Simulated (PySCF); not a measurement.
# C7H16O: calculation and literature

Atoms are numbered as in `[CH3:1][CH:2]([CH3:3])[O:4][C:5]([CH3:6])([CH3:7])[CH3:8]`; H(Xn) means a hydrogen on atom n.

The experiment to reproduce: δ ¹³C C5 73.0; C2 63.5; C6/C7/C8 28.5; C1/C3 25.2 ppm (measured; solution, not stated per compound (mostly CDCl3 or CCl4); Pretsch, Buehlmann, Badertscher, Structure Determination of Organic Compounds, 4th ed. (2009)).
δ ¹⁷O O4 62.5 ppm (measured; liquid, neat; K. Matsuzaki, S. Hayashi, W. Nakanishi, RSC Adv. 2024, ESI (observed values from its refs S1-S5)).

Level of theory: coordinates at the GFN2-xTB level, GIAO PBE0/pcSseg-1 shieldings, in PySCF (isolated molecule, a single conformation, fast rotation and ring inversion assumed for equivalent nuclei, no relativistic terms).

**Question.** How close does the calculation come?

**Answer.** 
Reference values: measured (solution, not stated per compound (mostly CDCl3 or CCl4); Pretsch, Buehlmann, Badertscher, Structure Determination of Organic Compounds, 4th ed. (2009)).
```
   atoms  quantity  reference  computed  computed, scaled
      C5     δ ¹³C       73.0      74.8              70.8
      C2     δ ¹³C       63.5      67.3              63.5
C6/C7/C8     δ ¹³C       28.5      29.8              26.8
   C1/C3     δ ¹³C       25.2      27.2              24.3
```

Reference values: measured (liquid, neat; K. Matsuzaki, S. Hayashi, W. Nakanishi, RSC Adv. 2024, ESI (observed values from its refs S1-S5)).
```tsv
atoms	quantity	reference	computed	computed, scaled
O4	δ ¹⁷O vs H2O	62.5	–	55.5
```

Computed shifts are σ(ref) − σ with the named reference compound (TMS for H and C) calculated as an isolated molecule at the same level. The measured values may be among those fitted. Empirical linear scaling, fitted to shifts measured mostly in CDCl3 for H and C (δ vs TMS): ¹³C: δ = 179.97 − 0.974σ (rms 2.1 ppm, 958 shifts, 2.3 ppm with the 13 outliers that the fit left out); ¹⁷O: δ = 266.70 − 0.911σ (rms 10.7 ppm, 155 shifts, 12.2 ppm with the 3 outliers that the fit left out vs liquid water, solution or neat liquid). Occasional misses reach two or three times the rms, and more in compound classes unlike the fitted ones.

**Question.** How far are the unscaled ¹³C shifts from the references?

**Answer.** Mean signed difference +2.22 ppm, mean absolute 2.22 ppm over 4 comparisons; the largest is +3.8 ppm at C2 (sp3 CH bonded to O).
